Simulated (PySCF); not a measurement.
**Interval between two levels of Ge by level of theory**

Ge [Ar] 3d10 4s2 4p2 [3P2, M_J = 2] → Ge [Ar] 3d10 4s1 4p3 [5S2, M_J = 2], as a difference of total energies. Computed with PySCF 2.14 in x2c-SVPall-2c with one added diffuse shell each of s, p, d type (6s7p4d, 47 functions), with the two-component X2C-1e Hamiltonian. Correlated levels: [Ne] frozen. "Screened" scales the spin-orbit matrix elements by Boettger's factors to mimic the two-electron term; Breit and QED terms are absent.

```tsv
method	interval between two levels (cm⁻¹)	error (cm⁻¹)
GHF (spin-free)	27649	-12867
GMP2 (spin-free)	34438	-6079
GHF (screened spin-orbit)	27218	-13299
GMP2 (screened spin-orbit)	33981	-6535
```

Reference: 40517 cm⁻¹ (measured; NIST Handbook of Basic Atomic Spectroscopic Data (Sansonetti and Martin, J. Phys. Chem. Ref. Data 34, 1559 (2005))).

The spin-free rows relax to the high-spin LS determinant and lack the spin-orbit shift.

Errors of the correlated levels include the incompleteness of this basis and the frozen core.

The labels give the starting determinants; with spin-orbit coupling the two ends relaxed to ⟨J²⟩ = 6.01, ⟨L²⟩ = 2.05, ⟨S²⟩ = 1.98 and ⟨J²⟩ = 6.00, ⟨L²⟩ = 0.00, ⟨S²⟩ = 6.00.
